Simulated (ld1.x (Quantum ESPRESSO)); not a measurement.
**Plane-wave convergence, PAW potential for silver (Ag)**

- Element: silver (Ag)
- Generator: ld1.x (Quantum ESPRESSO) 7.5
- Type: PAW
- Functional: PBE
- Relativity: scalar-relativistic
- Frozen core: [Ar] 3d10 4s2
- Valence charge: 17
- Reference configuration: 4p6 4d10 5s0 5p0 (charge +1)
- Partial waves: 5s (bound, empty): rcut 1.90, rcutus 2.35 bohr; 5s channel at -0.3 Ry: rcut 1.90, rcutus 2.35 bohr; 4p (bound): rcut 1.40, rcutus 1.55 bohr; 5p (bound, empty): rcut 1.40, rcutus 1.55 bohr; 4d (bound): rcut 1.05, rcutus 1.25 bohr; 4d channel at 0.1 Ry: rcut 1.05, rcutus 1.25 bohr
- Local potential: all-electron potential smoothed inside 1.75 bohr (lloc = -2)
- Core correction: Bessel-smoothed model core inside 1.25 bohr
- Augmentation charge: PSQ, inside the norm-conserving radii

The pseudo-atom Hamiltonian at the reference potential is diagonalised in spherical Bessel functions j_l(qr) that vanish at 20 bohr, with q² up to the cutoff. All-electron valence levels (Ry): 5s -0.8295, 4p -4.9115, 5p -0.4627, 4d -1.1494.

Question: How do the lowest levels (Ry) of each channel move with the cutoff, and are there ghosts?

Answer:

| cutoff (Ry) | s #1 | p #1 | p #2 | p #3 | d #1 | f #1 | Σ f·Δε (mRy) |
| --- | --- | --- | --- | --- | --- | --- | --- |
| 8 | -0.8293 | -3.7756 | -0.3604 | -0.1155 | -0.2688 | -0.0464 | 15622.1 |
| 18 | -0.8295 | -4.8136 | -0.4231 | -0.1283 | -0.5538 | -0.0464 | 6544.1 |
| 35 | -0.8295 | -4.9104 | -0.4498 | -0.1335 | -1.0024 | -0.0464 | 1477.0 |
| 60 | -0.8295 | -4.9113 | -0.4625 | -0.1361 | -1.1466 | -0.0464 | 29.2 |
| 100 | -0.8295 | -4.9115 | -0.4627 | -0.1362 | -1.1492 | -0.0464 | 3.3 |
| 160 | -0.8295 | -4.9115 | -0.4627 | -0.1362 | -1.1495 | -0.0464 | 0.4 |
| 400 | -0.8295 | -4.9115 | -0.4627 | -0.1362 | -1.1495 | -0.0464 | 0.0 |

Result: no extra level below or beside the all-electron valence levels (s, p, d, f tested); 10 mRy is reached at 70 Ry and 1 mRy at 120 Ry.
